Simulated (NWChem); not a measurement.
Molecule: C₄H₂F₂O; SMILES Fc1cc(F)co1

Results from NWChem. Pople sets run with spherical d functions. The geometry was optimised at PBE0/def2-SVP. Level: PBE0/6-31G* with COSMO at NWChem's default radii, gas-phase geometry; rows give the dielectric constant.

| dielectric constant | electrostatic solvation energy (kcal/mol) | dipole in solution (D) |
|---|---|---|
| 2.0 | -1.2 | 0.22 |
| 7.6 | -2.1 | 0.25 |
| 20.7 | -2.3 | 0.25 |
| 25.0 | -2.3 | 0.26 |
| 78.4 | -2.4 | 0.26 |
